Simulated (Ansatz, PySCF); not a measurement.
HP₂, SMILES P#[PH+], charge +1.

Geometry optimised at TPSSh-D3(BJ)/def2-TZVPD. The isomer is the one that the SMILES or the coordinates give; other isomers of the formula were not compared.

Vertical ionisation energy (IE) and electron affinity (EA) in eV. Rows of orbital energies are one-electron estimates. Where ΔSCF, EOM or ADC give a negative EA the extra electron is unbound and the value depends on the basis.

```csv
level,IE,EA
"−ε(HOMO), −ε(LUMO), HF/def2-TZVPD (PySCF)",17.05,5.89
"−ε(HOMO), −ε(LUMO), PBE0/def2-TZVPD (PySCF)",15.02,9.35
"−ε(HOMO), −ε(LUMO), PBE/def2-TZVPD (PySCF)",14.02,10.21
EOM-CCSD/aug-cc-pVDZ (PySCF),17.63,6.58
"ΔSCF, PBE0/def2-TZVPD (Ansatz), final states of multiplicity 2 and 2",17.50,7.10
"ΔSCF, PBE/def2-TZVPD (Ansatz), final states of multiplicity 2 and 2",17.59,6.99
```

**Question.** What vertical singlet–triplet gap does ΔSCF give with PBE0/def2-TZVPD (Ansatz, a program for electronic structure) and with PBE/def2-TZVPD (Ansatz)? (Estimate from the structure and the level; the computed values follow.)

**Answer.** 2.71 and 2.91 eV (triplet above singlet where positive).
